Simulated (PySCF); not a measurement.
**Bond curve of SbTe**

Set-up: Sb cc-pVDZ-PP with ECP28, Te cc-pVDZ-PP with ECP28; scalar-relativistic core potentials (PySCF 2.14). Energies in eV from Sb + Te in their ground configurations at the same level. All curves are PBE0. state 1: ²Π (doublet), unpaired electrons π ↑; state 2: ⁴Π (quartet), unpaired electrons π ↑↑↑, a second solution, started from another occupation; state 3: Ms = 0.5 determinant of mixed spin (⟨S²⟩ near 1.8), unpaired electrons π ↑↑↓, a mixture of terms (⟨Lz²⟩ = 3.0), a second solution, started from another occupation; state 4: sextet, unpaired electrons σ ↑, π ↑↑↑↑, a second solution, started from another occupation.

```csv
R (Å),state 1,state 2,state 3,state 4
2.196,-0.970,1.715,2.056,8.5243
2.298,-1.889,0.343,0.685,6.3962
2.400,-2.376,-0.558,-0.216,4.7856
2.476,-2.539,-1.008,-0.665,3.8386
2.553,-2.577,-1.310,-0.967,3.0688
2.630,-2.525,-1.498,-1.155,2.4433
2.732,-2.377,-1.615,-1.273,1.7888
2.859,-2.132,-1.611,-1.268,1.1912
3.013,-1.805,-1.467,-1.124,0.7077
3.217,-1.370,-1.152,-0.811,0.3228
```

Q: Put a parabola through the three lowest points of the state 2 curve and estimate Re, k and ωe (reduced mass 62.62 u; 1 eV/Å² = 0.16022 mdyn/Å; ωe = 1302.8·√(k/μ) cm⁻¹).

A: Through R = 2.63, 2.732, 2.859 Å the second-order coefficient is 5.15 eV/Å², so Re ≈ 2.792 Å, k ≈ 1.65 mdyn/Å and ωe ≈ 211 cm⁻¹. A polynomial fit of higher order to the unrounded PBE0 energies gives Re = 2.789 Å, k = 1.37 mdyn/Å, ωe = 192 cm⁻¹; anharmonicity and rounding make the difference.

The higher-order fit for each curve: state 2: Re = 2.789 Å, ωe = 192 cm⁻¹, minimum 1.63 eV below the ground-state fragments; state 3: Re = 2.789 Å, ωe = 192 cm⁻¹, minimum 1.29 eV below the ground-state fragments. State 1 gave no clean fit. State 4 gave no clean fit.

⟨S²⟩ of the unrestricted solution departs from its pure value on part of the curve, where spin states mix. Spin–orbit coupling is left out, which matters for elements this heavy, above all for dissociation energies. The state is the lowest determinant that a PBE0 search found; another state may lie lower at other levels.
